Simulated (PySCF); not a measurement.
## Relaxation of singlet SeO2

These are results of PBE0/[Se def2-TZVP, O def2-TZVP], no relativity, density fitting, PySCF, not measurements. A (50,194) grid was used.

A hand-made bent start, of C2v symmetry, held to at least that symmetry:

Coordinates in bohr (charge 0 multiplicity 1):
```
Se    0.0000    0.0000   -0.5082
O     2.5387    0.0000    1.2695
O    -2.5387    0.0000    1.2695
```

**Question.** What forces act on the atoms at the start (eV/Å)?

**Answer.** 
```json
{"atom": "Se1", "Fx": "0.00", "Fy": "0.00", "Fz": "2.72"}
{"atom": "O2", "Fx": "-1.37", "Fy": "0.00", "Fz": "-1.36"}
{"atom": "O3", "Fx": "1.37", "Fy": "0.00", "Fz": "-1.36"}
```

**Question.** What does it relax to?

**Answer.** It ends at C2v with Se–O 1.599 Å (×2); O–Se–O 113.8° (after a last refinement on a finer grid). A frequency run shows a minimum. Other isomers or separated fragments may lie lower.

**Question.** How much energy is released, and in how many steps?

**Answer.** 9.6 kJ/mol in 4 steps.
